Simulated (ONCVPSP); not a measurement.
**boron (B), ONCV: configuration errors across variants**

| Item | Value |
| --- | --- |
| Element | boron |
| Generator | ONCVPSP 4.0.1 |
| Type | optimised norm-conserving Vanderbilt (ONCV) |
| Functional | PBEsol |
| Relativity | scalar-relativistic |
| Frozen core | [He] |
| Valence charge | 3 |
| Reference configuration | 2s2 (charge +1) |
| Partial waves | 2s: rc 1.20 bohr, ncon 4, nbas 8, qcut 6.1 1/bohr, 2 projectors, debl 3.9 Ha; p scattering state at 0.11 Ha: rc 1.20 bohr, ncon 5, nbas 9, qcut 5.7 1/bohr, 1 projector |
| Local potential | polynomial inside 0.80 bohr (lpopt 5, dvloc0 1 Ha) |
| Core correction | none |

In the p channel the program set the typed energies aside and used 0.050 Ha.

All-electron excitation energies from the reference (eV): (1) 2s2 2p1 -8.139; (2) 2s1 25.262; (3) 2s2 2p0.5 -5.284.

3 further variants failed, have other tests or too few solved ones, and are left out.

A true bound ghost makes a file unfit for plane-wave use even where its test errors are small: the radial tests pick states by their node count and pass the ghost by.

Errors AE − PS in meV (a dash: test not solved or not reliable):

```tsv
change	(1)	(2)	(3)	bound ghosts	GHOST(+) flags above zero
base	+9.4	+26	+3.6	p	s
local potential polynomial inside 0.75 bohr (lpopt 5, dvloc0 0 Ha)	+12	+26	+4.9	none	none
s: nbas 9	+9.4	+26	+3.6	p	s
p: ncon 4, nbas 8	+5.0	+26	+1.1	p	s
s: qcut 7.6; p: qcut 7.1	+13	+26	+5.5	none	s, p
```

**Question.** Give the same row for: p: qcut 6.3.

**Answer.** +11, +26, +4.4; bound ghosts: p; GHOST(+) flags above zero: s.
